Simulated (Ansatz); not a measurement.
`[SiH3][O][AlH][Br]` + H–F → `[F][AlH][O][SiH3]` + HBr  (ligand exchange at the Al–Br bond)

Calculated with Ansatz (gas phase, PBE0-D4/def2-TZVP geometries, no zero-point term in ΔE). CBS: MP2 limit from def2 TZ/QZ plus the TZ coupled-cluster correction, frozen cores. This one scheme is used for every species. Functionals use def2-TZVPP. For Br outer-core shells are correlated without core-valence functions, which leaves a few kJ/mol of doubt a bond. Scalar relativity is left out up to krypton. One conformer a species, not always the lowest.

(1) Is it downhill or uphill in electronic energy at CCSD(T)/CBS, and by how much? (An estimate is asked.)

(2) What do these levels give: PBE0-D4, BHLYP-D4, r2SCANh, BHLYP, CAM-B3LYP, CCSD(T)/def2-SVP, HF/def2-TZVPP, MP2/def2-TZVPP, SCS-MP2/def2-TZVPP, MP2/def2-QZVPP, SCS-MP2/def2-QZVPP, HF/CBS(def2)? (Best estimate.)

Largest T1 diagnostic among the species: 0.012.

Answers

(1) Ansatz gave: Downhill: ΔE = -0.21 eV.

(2) Ansatz gave: PBE0-D4 -0.16, BHLYP-D4 -0.25, r2SCANh -0.24, BHLYP -0.31, CAM-B3LYP -0.37, CCSD(T)/def2-SVP -0.34, HF/def2-TZVPP -0.26, MP2/def2-TZVPP -0.21, SCS-MP2/def2-TZVPP -0.27, MP2/def2-QZVPP -0.20, SCS-MP2/def2-QZVPP -0.25, HF/CBS(def2) -0.29 eV.

From PBE to PBE0 (25 % exact exchange), in def2-TZVPP and without D4, ΔE moves by +0.05 eV. Leaving LDA and LC-ωPBE aside and taking each functional with its dispersion term where it has one, the values, not all of them listed here, spread over 0.18 eV, from CAM-B3LYP-D4 to HSE06-D4. At CCSD(T), def2-SVP lies −0.14 eV from the extrapolated value and def2-TZVPP −0.04 eV.
